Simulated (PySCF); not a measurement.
## Telling isomers of C$_{7}$H$_{7}$NO$_{2}$ apart by NMR

Theory: NMR shieldings at PBE0/pcSseg-1/GIAO, structure optimised with GFN2-xTB, in PySCF 2.14 (isolated molecule, rapidly exchanging positions averaged, single conformer, relativity neglected).

Chemical shifts δ = σref − σ; 1H (σref 31.72) and 13C (σref 186.93) against TMS, all at this level. Where no couplings were computed, multiplicities follow the n + 1 count of equivalent neighbours, and m marks all less simple cases (inequivalent or close neighbours, rings, F or P nearby). Acid and N–H amide carbonyl carbons lie up to 10 ppm further downfield in solution (hydrogen bonding). Shifts are as computed. Against solution values, carbons near 30 ppm lie about +3 ppm off and those near 130 ppm about +5 ppm. Of 1211 compounds with measured shifts, 218 miss one by over three times the rms of a fit or turn the order of signals round; such compounds aren't used in these exercises. OH and NH positions are gas-phase values without hydrogen bonding to other molecules.

(1) Tabulate the signals of `CC(=O)c1cnccc1O`, `COC(=O)c1ccccn1`, `C=C1C=C1NC(=O)CC=O` and their relative energies.

(2) What is the quickest way to tell CC(=O)c1cnccc1O from C=C1C=C1NC(=O)CC=O?

(3) What is the quickest way to tell COC(=O)c1ccccn1 from C=C1C=C1NC(=O)CC=O?

(4) What is the quickest way to tell CC(=O)c1cnccc1O from COC(=O)c1ccccn1?

Results:

(1) 
```json
{"SMILES": "CC(=O)c1cnccc1O", "carbon types": "3×C 3×CH 1×CH3", "δC": "209.9, 176.4, 161.2, 158.0, 119.7, 118.6, 29.0", "δH": "12.84 (br s, 1H), 9.10 (s, 1H), 8.83 (d, 1H), 7.03 (d, 1H), 2.76 (s, 3H)", "E rel. (kcal/mol)": "0.0"}
{"SMILES": "COC(=O)c1ccccn1", "carbon types": "2×C 4×CH 1×CH3", "δC": "173.4, 154.9, 153.6, 142.1, 131.9, 131.7, 54.3", "δH": "9.05 (d, 1H), 8.57 (d, 1H), 8.10 (m, 1H), 7.53 (m, 1H), 4.18 (s, 3H)", "E rel. (kcal/mol)": "6.3"}
{"SMILES": "C=C1C=C1NC(=O)CC=O", "carbon types": "3×C 2×CH 2×CH2", "δC": "207.3, 162.3, 137.9, 120.6, 110.0, 59.6, 54.5", "δH": "10.30 (t, 1H), 9.41 (br, 1H), 6.78 (s, 1H), 3.77 (m, 1H), 3.74 (m, 1H), 3.58 (d, 2H)", "E rel. (kcal/mol)": "77.8"}
```

Energies are electronic energies at PBE0/pcSseg-1 on these geometries, without zero-point or thermal terms, each for the one conformer computed, which needn't be the lowest.

(2) Both give the same number of carbon signals, but DEPT or the intensities differ. The first has a methyl carbon α to a carbonyl (CH3) at 29.0 ppm, the second a terminal =CH2 carbon at 59.6 ppm. Their most deshielded carbons lie at 209.9 and 207.3 ppm. In the proton spectra the most deshielded non-exchanging signals are 9.10 (s, 1H) and 10.30 (t, 1H).

(3) Both give the same number of carbon signals, but DEPT or the intensities differ. The first has a methyl carbon bonded to O (CH3) at 54.3 ppm, the second a terminal =CH2 carbon at 59.6 ppm. Their most deshielded carbons lie at 173.4 and 207.3 ppm. In the proton spectra the most deshielded non-exchanging signals are 9.05 (d, 1H) and 10.30 (t, 1H).

(4) Both give the same number of carbon signals, but DEPT or the intensities differ. The first has a ketone carbonyl carbon (C) at 209.9 ppm, the second a methyl carbon bonded to O (CH3) at 54.3 ppm. Their most deshielded carbons lie at 209.9 and 173.4 ppm.
